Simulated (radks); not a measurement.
Zn, 30 electrons, occupied as [Ar] 3d10 4s1.5 4p0.5 (fractional occupations, a model configuration). All-electron calculation, scalar-relativistic Kohn-Sham, PBE, spin-unpolarised, spherical densities, finite nucleus; Fermi nuclear charge, rms radius 3.9283 fm. Program: a radial shooting solver on a logarithmic mesh with Libxc functionals.

X-ray form factor f0, the Fourier transform of the density (f0(0) = 30):

sin(theta)/lambda (1/angstrom),f0 (electrons)
0.05,29.346
0.1,27.837
0.15,26.037
0.2,24.189
0.25,22.372
0.3,20.616
0.4,17.358
0.5,14.545
0.6,12.254
0.8,9.143
1,7.436
1.25,6.268
1.5,5.464
2,4.055
